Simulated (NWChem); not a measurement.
Species: Si2H5OF; SMILES O[Si@H](F)[SiH3]

```xyz
9

O     -1.3742    -1.1524     0.3150
Si    -0.0004    -0.5475    -0.3805
F      1.3115    -1.2471     0.2877
Si     0.0413     1.7402     0.0952
H     -1.6060    -2.0692     0.1355
H      0.0672    -0.8930    -1.8318
H     -1.1312     2.4103    -0.5453
H      1.2969     2.3447    -0.4454
H     -0.0102     1.9535     1.5725
```
Atoms are numbered in this order, from 1.

Results from NWChem. Pople sets run with spherical d functions. Coordinates come from a PBE0/def2-SVP optimisation. Level B3LYP/6-31G*: energy and gradient on several grids; changes count from the extra-fine grid, which is no exact limit either.

| grid | size of the energy change (μHa) | largest change of a gradient component (μHa/bohr) | time, medium = 1 (rough) |
|---|---|---|---|
| xcoarse | 4000 | 2000 | about 1 |
| coarse | < 10 | 300 | about 1 |
| medium | 10 | 50 | about 1 |
| fine | < 10 | < 30 | about 1 |
| xfine | < 10 | < 30 | 2 |
